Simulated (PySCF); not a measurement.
# RhS₂⁻, triplet: structure and spectrum

Level of theory: PySCF, UPBE0, basis Rh def2-TZVPD with ECP28, S def2-TZVPD (scalar-relativistic core potentials, no spin–orbit coupling, density fitting).

The structure is a minimum.

Z-matrix (Å, degrees; charge -1 multiplicity 3):
```
Rh
S  1 2.0871
S  1 2.0871 2 121.77
```

| Item | Value |
| --- | --- |
| Point group | C2v |
| Bond lengths | Rh–S 2.087 Å (×2) |
| Bond angles | S–Rh–S 121.8° |
| Dipole moment about the centre of mass | 3.00 D |
| Entropy at 298.15 K and 1 bar (electronic part: spin only) | 304.2 J/(mol K) |
| Spin squared ⟨S²⟩ | 2.024 |
| Rotational symmetry number | 2 |
| Principal quadrupole moments (Buckingham, traceless) about the centre of mass | -13.50, 4.66, 8.84 D Å |
| Enthalpy at 298.15 K above 0 K | 13.00 kJ/mol |
| Heat capacity Cp at 298.15 K | 52.1 J/(mol K) |
| Principal polarisabilities | 94.6, 140.9, 178.2 bohr³ |
| Zero-point energy | 6.5 kJ/mol |
| Rotational constants | 0.4144, 0.0793, 0.06656 cm⁻¹ |
| Highest occupied level (α) | -1.21 eV |
| Lowest empty level (β) | 1.05 eV |

Harmonic modes (masses in u: Rh 102.906, S 31.972):
| symmetry | ω (cm⁻¹) | IR (km/mol) | type |
| --- | --- | --- | --- |
| a1 | 118 | 2.2 | bend |
| a1 | 481 | 15.5 | stretch |
| b2 | 485 | 142 | stretch |

In C2v the vibrations span 2a1 + b2. Here b1 is antisymmetric to the molecular plane and b2 lies in it.

Charges (e); Mulliken and Löwdin values are unreliable with diffuse functions:
```json
{"atom": "Rh1", "Mulliken": "0.17", "Löwdin": "-0.28", "polar tensor": "0.55", "spin (Mulliken)": "1.13", "Mayer order to Rh1": "–"}
{"atom": "S2,3", "Mulliken": "-0.59", "Löwdin": "-0.36", "polar tensor": "-0.77", "spin (Mulliken)": "0.44", "Mayer order to Rh1": "1.66"}
```

Mulliken populations on Rh1 (electrons outside its core potential): s 2.80, p 6.25, d 7.78, f 0.01.

Formally Rh is in oxidation state +3, d6, with 2 unpaired electrons (the high-spin count would be 4). The Mulliken spin on Rh is 1.13. The polar-tensor charge on Rh, 0.55, is far below the formal one.

This need not be the most stable arrangement of these atoms. With open d or f shells other occupations or spin states may lie lower. The lowest empty level of this anion is unbound, so it and the gap depend on the basis.

The final relaxation and frequency run took roughly 9 core-minutes on a shared host.
